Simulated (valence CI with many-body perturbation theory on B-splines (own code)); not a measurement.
## Bi⁵⁰⁺: electric-dipole lines

Calculated by relativistic CI+MBPT: five valence electrons over a frozen Dirac-Fock core [Ar] 3d10, radial functions for each j: 11 s, 11 p, 10 d, 8 f, 5 g, 2 h, with the one-electron correlation potential Σ1, the two-electron term Σ2, the three-electron term Σ3, Breit, model QED; selected CI, second order for the rest, scaled by the run's own slope (own B-spline code, finite nucleus).

The last digits are not significant, and no measured levels were compared; by estimate large intervals hold to a few tenths of a per cent, small ones and those within an open d or f shell to about a per cent. Among the levels kept, up to 2000 cm⁻¹ of a level comes from second order outside the variational space, and about a tenth of that is noise between levels of different J, which matters for small intervals.

Lines 101 to 150 of 549 in falling wavelength, among levels below 6216.9 × 10³ cm⁻¹, chosen from the strongest by gf and those to the six lowest levels. Wavelengths and rates use the calculated energies. Electric multipoles are in the length gauge, E1 and E2 with the static RPA response of the core. Weak lines are less certain than strong ones. Lines between different terms over intervals too small for the method are left out, as are lines whose strength nearly cancels. Where a level lies close to another of its J and parity, the split of strength between their lines is uncertain. The highest levels of a list are the least certain.

Levels are named by their leading jj configuration (3d3/2^4 stands for four electrons in 3d with j = 3/2), which in mixed levels can hold well under half, so a name can repeat and another be missing. Letters in brackets count levels of one name in rising energy.

| λ vac (Å) | Upper | Lower | A (s⁻¹) | S (a.u.) with core polarisation | S without |
| --- | --- | --- | --- | --- | --- |
| 60.10 | (4s^2 4p1/2^2 4f5/2) J=5/2 | (4s^2 4p1/2^2 4d5/2) J=5/2 | 1.23e+10 | 7.88e-03 | 8.24e-03 |
| 59.21 | (4s^2 4p1/2 4p3/2 4d3/2) J=5/2 [b] | (4s^2 4p1/2 4p3/2^2) J=3/2 | 2.19e+08 | 1.35e-04 | 1.42e-04 |
| 58.84 | (4s 4p1/2^2 4p3/2 4f7/2) J=3/2 | (4s 4p1/2^2 4p3/2 4d5/2) J=1/2 | 5.65e+10 | 2.27e-02 | 2.37e-02 |
| 58.66 | (4s^2 4p1/2 4p3/2 4d3/2) J=3/2 [b] | (4s^2 4p1/2 4p3/2^2) J=3/2 | 5.60e+08 | 2.23e-04 | 2.30e-04 |
| 58.49 | (4s 4p1/2^2 4p3/2 4f7/2) J=7/2 [a] | (4s 4p1/2^2 4p3/2 4d5/2) J=7/2 [a] | 4.36e+10 | 3.44e-02 | 3.59e-02 |
| 58.35 | (4s^2 4p1/2 4p3/2 4d3/2) J=1/2 [b] | (4s^2 4p1/2 4p3/2^2) J=3/2 | 2.11e+10 | 4.15e-03 | 4.35e-03 |
| 57.91 | (4s 4p1/2^2 4p3/2 4f7/2) J=5/2 [a] | (4s 4p1/2^2 4p3/2 4d5/2) J=3/2 [a] | 4.44e+10 | 2.55e-02 | 2.66e-02 |
| 57.74 | (4s^2 4p1/2 4p3/2 4d5/2) J=3/2 [a] | (4s^2 4p1/2 4p3/2^2) J=1/2 | 2.32e+09 | 8.81e-04 | 9.22e-04 |
| 57.40 | (4s 4p1/2^2 4d3/2 4d5/2) J=7/2 [b] | (4s 4p1/2^2 4p3/2 4d3/2) J=5/2 [b] | 8.02e+10 | 5.99e-02 | 6.28e-02 |
| 57.35 | (4s^2 4p1/2 4p3/2 4d5/2) J=7/2 [a] | (4s^2 4p1/2 4p3/2^2) J=5/2 | 1.23e+09 | 9.15e-04 | 9.58e-04 |
| 57.06 | (4s 4p1/2^2 4p3/2 4d5/2) J=3/2 [a] | (4s 4p1/2^2 4p3/2^2) J=3/2 | 1.12e+11 | 4.09e-02 | 4.28e-02 |
| 56.75 | (4s 4p1/2^2 4d3/2 4d5/2) J=5/2 [b] | (4s 4p1/2^2 4p3/2 4d3/2) J=5/2 [b] | 5.74e+10 | 3.11e-02 | 3.26e-02 |
| 56.65 | (4s 4p1/2^2 4p3/2 4f7/2) J=7/2 [b] | (4s 4p1/2^2 4p3/2 4d5/2) J=7/2 [b] | 7.79e+10 | 5.59e-02 | 5.85e-02 |
| 56.65 | (4s 4p1/2^2 4p3/2 4f7/2) J=7/2 [a] | (4s 4p1/2^2 4p3/2 4d5/2) J=5/2 [a] | 1.07e+11 | 7.71e-02 | 8.04e-02 |
| 56.54 | (4s 4p1/2^2 4p3/2 4f7/2) J=5/2 [b] | (4s 4p1/2^2 4p3/2 4d5/2) J=3/2 [a] | 6.87e+10 | 3.67e-02 | 3.83e-02 |
| 56.45 | (4s^2 4p1/2^2 4f7/2) J=7/2 | (4s^2 4p1/2^2 4d5/2) J=5/2 | 2.12e+11 | 1.50e-01 | 1.57e-01 |
| 56.12 | (4s 4p1/2^2 4p3/2 4f7/2) J=5/2 [a] | (4s 4p1/2^2 4p3/2 4d5/2) J=5/2 [a] | 4.45e+10 | 2.33e-02 | 2.44e-02 |
| 56.05 | (4s 4p1/2^2 4p3/2 4f7/2) J=9/2 [b] | (4s 4p1/2^2 4p3/2 4d5/2) J=7/2 [b] | 4.96e+10 | 4.31e-02 | 4.49e-02 |
| 55.92 | (4s^2 4p3/2^2 4d5/2) J=1/2 | (4s^2 4p3/2^3) J=3/2 | 1.31e+11 | 2.26e-02 | 2.37e-02 |
| 55.67 | (4s^2 4p1/2 4p3/2 4f7/2) J=7/2 [b] | (4s^2 4p1/2 4p3/2 4d5/2) J=5/2 [a] | 1.12e+11 | 7.60e-02 | 7.93e-02 |
| 55.63 | (4s^2 4p1/2 4p3/2 4d5/2) J=3/2 [a] | (4s^2 4p1/2 4p3/2^2) J=5/2 | 2.53e+10 | 8.59e-03 | 9.02e-03 |
| 55.52 | (4s^2 4p1/2 4p3/2 4f7/2) J=7/2 [a] | (4s^2 4p1/2 4p3/2 4d5/2) J=7/2 [a] | 6.99e+10 | 4.72e-02 | 4.94e-02 |
| 55.46 | (4s 4p1/2^2 4p3/2 4f7/2) J=9/2 [a] | (4s 4p1/2^2 4p3/2 4d5/2) J=9/2 | 2.76e+10 | 2.33e-02 | 2.43e-02 |
| 55.40 | (4s 4p1/2 4p3/2^2 4d5/2) J=3/2 [a] | (4s 4p1/2 4p3/2^3) J=5/2 | 1.10e+11 | 3.68e-02 | 3.86e-02 |
| 55.39 | (4s 4p1/2^2 4p3/2 4f7/2) J=3/2 | (4s 4p1/2^2 4p3/2 4d5/2) J=3/2 [a] | 1.86e+11 | 6.25e-02 | 6.54e-02 |
| 55.39 | (4s^2 4p1/2 4d3/2 4d5/2) J=7/2 | (4s^2 4p1/2 4p3/2 4d3/2) J=7/2 | 8.03e+10 | 5.39e-02 | 5.65e-02 |
| 55.39 | (4s^2 4p1/2 4p3/2 4f7/2) J=5/2 [a] | (4s^2 4p1/2 4p3/2 4d5/2) J=3/2 [a] | 2.32e+11 | 1.17e-01 | 1.22e-01 |
| 55.38 | (4s^2 4p1/2 4p3/2 4f7/2) J=7/2 [c] | (4s^2 4p1/2 4p3/2 4d5/2) J=5/2 [a] | 7.51e+10 | 5.04e-02 | 5.26e-02 |
| 55.32 | (4s 4p1/2^2 4d3/2 4d5/2) J=7/2 [a] | (4s 4p1/2^2 4p3/2 4d3/2) J=7/2 | 3.70e+10 | 2.47e-02 | 2.59e-02 |
| 55.29 | (4s 4p1/2^2 4p3/2 4f7/2) J=5/2 [c] | (4s 4p1/2^2 4p3/2 4d5/2) J=3/2 [b] | 3.34e+11 | 1.67e-01 | 1.75e-01 |
| 55.01 | (4s^2 4p1/2 4p3/2 4f7/2) J=9/2 [b] | (4s^2 4p1/2 4p3/2 4d5/2) J=9/2 | 1.39e+11 | 1.14e-01 | 1.19e-01 |
| 55.00 | (4s^2 4p1/2 4p3/2 4d5/2) J=5/2 [a] | (4s^2 4p1/2 4p3/2^2) J=5/2 | 1.63e+11 | 8.03e-02 | 8.42e-02 |
| 54.96 | (4s^2 4p1/2 4d5/2^2) J=3/2 | (4s^2 4p1/2 4p3/2 4d5/2) J=1/2 | 3.82e+11 | 1.25e-01 | 1.31e-01 |
| 54.94 | (4s 4p1/2^2 4d3/2 4d5/2) J=1/2 | (4s 4p1/2^2 4p3/2 4d3/2) J=1/2 [b] | 2.56e+11 | 4.19e-02 | 4.39e-02 |
| 54.84 | (4s 4p1/2^2 4p3/2 4f7/2) J=5/2 [b] | (4s 4p1/2^2 4p3/2 4d5/2) J=5/2 [a] | 1.28e+11 | 6.26e-02 | 6.55e-02 |
| 54.68 | (4s^2 4p1/2 4p3/2 4f7/2) J=11/2 | (4s^2 4p1/2 4p3/2 4d5/2) J=9/2 | 2.80e+11 | 2.71e-01 | 2.83e-01 |
| 54.67 | (4s^2 4p1/2 4d5/2^2) J=5/2 | (4s^2 4p1/2 4p3/2 4d5/2) J=3/2 [b] | 3.51e+11 | 1.70e-01 | 1.78e-01 |
| 54.55 | (4s 4p1/2^2 4p3/2 4f7/2) J=9/2 [c] | (4s 4p1/2^2 4p3/2 4d5/2) J=7/2 [b] | 3.95e+11 | 3.17e-01 | 3.31e-01 |
| 54.54 | (4s^2 4p1/2 4d5/2^2) J=3/2 | (4s^2 4p1/2 4p3/2 4d5/2) J=3/2 [b] | 7.81e+10 | 2.50e-02 | 2.62e-02 |
| 54.52 | (4s^2 4p1/2 4p3/2 4f5/2) J=7/2 [a] | (4s^2 4p1/2 4p3/2 4d3/2) J=5/2 [b] | 4.69e+10 | 3.00e-02 | 3.16e-02 |
| 54.49 | (4s 4p1/2^2 4d3/2 4d5/2) J=5/2 [b] | (4s 4p1/2^2 4p3/2 4d3/2) J=3/2 [b] | 1.33e+11 | 6.36e-02 | 6.67e-02 |
| 54.49 | (4s^2 4p1/2 4d3/2 4d5/2) J=9/2 | (4s^2 4p1/2 4p3/2 4d3/2) J=7/2 | 1.40e+11 | 1.12e-01 | 1.17e-01 |
| 54.46 | (4s^2 4p1/2 4d3/2 4d5/2) J=5/2 [b] | (4s^2 4p1/2 4p3/2 4d3/2) J=3/2 [b] | 1.18e+11 | 5.63e-02 | 5.91e-02 |
| 54.34 | (4s 4p1/2^2 4d3/2 4d5/2) J=3/2 [b] | (4s 4p1/2^2 4p3/2 4d3/2) J=3/2 [b] | 1.62e+11 | 5.15e-02 | 5.39e-02 |
| 54.23 | (4s 4p1/2^2 4p3/2 4f7/2) J=11/2 | (4s 4p1/2^2 4p3/2 4d5/2) J=9/2 | 2.91e+11 | 2.75e-01 | 2.87e-01 |
| 54.16 | (4s 4p1/2^2 4d5/2^2) J=5/2 | (4s 4p1/2^2 4p3/2 4d5/2) J=3/2 [a] | 1.51e+11 | 7.09e-02 | 7.42e-02 |
| 54.13 | (4s 4p1/2^2 4p3/2 4f5/2) J=7/2 [b] | (4s 4p1/2^2 4p3/2 4d5/2) J=5/2 [a] | 3.61e+10 | 2.26e-02 | 2.36e-02 |
| 54.10 | (4s^2 4p1/2 4p3/2 4f7/2) J=9/2 [a] | (4s^2 4p1/2 4p3/2 4d5/2) J=7/2 [a] | 2.81e+11 | 2.20e-01 | 2.30e-01 |
| 54.08 | (4s^2 4p1/2 4p3/2 4d5/2) J=3/2 [a] | (4s^2 4p1/2 4p3/2^2) J=3/2 | 2.16e+11 | 6.76e-02 | 7.09e-02 |
| 54.05 | (4s 4p1/2^2 4p3/2 4f7/2) J=9/2 [b] | (4s 4p1/2^2 4p3/2 4d5/2) J=7/2 [a] | 3.36e+11 | 2.62e-01 | 2.74e-01 |
